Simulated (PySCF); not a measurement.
Species: C₃H₇BSi.
Numbering: `[BH2:1][C@H:2]1[SiH2:3][C:4]1=[CH2:5]` (hydrogens: H6, H7 on B1; H8 on C2; H9, H10 on Si3; H11, H12 on C5)

Method: PBE0-D3(BJ)/def2-SVP geometry optimisation, gas phase in PySCF 2.14.0; density fitting, grid level 1; the optimiser is geomeTRIC in internal coordinates, started from a GFN2-xTB structure with every atom displaced at random (about 0.01 Å).

Step 0: E = -11763.0482 eV
```
atom  x, y, z in Å  |  force x, y, z in eV/Å
B1      1.7731   -0.1079    0.6273   -1.663   0.307  -0.234
C2      0.6298   -0.3572   -0.3677    0.545   0.065   0.154
Si3    -0.9276   -1.2422    0.4453    0.957   1.572   0.065
C4     -0.6299    0.4024   -0.3556   -0.803  -0.661   0.488
C5     -1.0922    1.5669   -0.7759   -0.027   0.186   0.123
H6      1.5573    0.6042    1.5561   -0.031   0.228   0.514
H7      2.8112   -0.5892    0.4775    1.302  -0.673  -0.191
H8      0.9048   -0.7593   -1.3436    0.059  -0.376  -0.277
H9     -1.4760   -2.3262   -0.3043   -0.432  -0.891  -0.620
H10    -0.9670   -1.3863    1.9073    0.022  -0.007   0.246
H11    -2.1202    1.8906   -0.6254   -0.202  -0.074   0.029
H12    -0.4237    2.2760   -1.2499    0.274   0.326  -0.297
```

**Question.** Estimate the geometry and energy of step 1. (The exact step hangs on the optimiser's Hessian estimate; all steps are aligned on step 0, rigid shifts and turns removed.)

**Answer.** E = -11763.2450 eV, largest force 0.363 eV/Å
```
atom  x, y, z in Å  |  force x, y, z in eV/Å
B1      1.6961   -0.1591    0.6530    0.156  -0.181  -0.153
C2      0.6473   -0.2980   -0.4380    0.065   0.355  -0.047
Si3    -0.8195   -1.1857    0.4678   -0.048   0.064  -0.141
C4     -0.6592    0.4309   -0.3680    0.022  -0.113   0.061
C5     -1.1236    1.5995   -0.7988   -0.033  -0.078   0.060
H6      1.4674    0.4856    1.6499   -0.074  -0.033   0.083
H7      2.7717   -0.7166    0.5304   -0.162   0.036   0.043
H8      0.9191   -0.7313   -1.4113    0.003  -0.115   0.042
H9     -1.4092   -2.3313   -0.2783    0.042   0.053   0.080
H10    -0.8201   -1.3282    1.9426    0.022   0.020   0.011
H11    -2.1568    1.9109   -0.6169    0.025  -0.012   0.004
H12    -0.4734    2.2952   -1.3415   -0.017   0.005  -0.043
```

The energy changes by -0.1969 eV. The first-order estimate −F·Δx gives -0.3596 eV and the mean of the old and new forces, exact on a quadratic surface, -0.1979 eV. The step makes an angle of 74° with the force vector and moves no atom by more than 0.176 Å.

The cost below is that of the whole optimisation. On an Arm Neoverse V1 with one thread, shared host with 32 logical CPUs at a one-minute load of 40, this took 48 s of wall time and 0.46 GiB of memory at its peak.
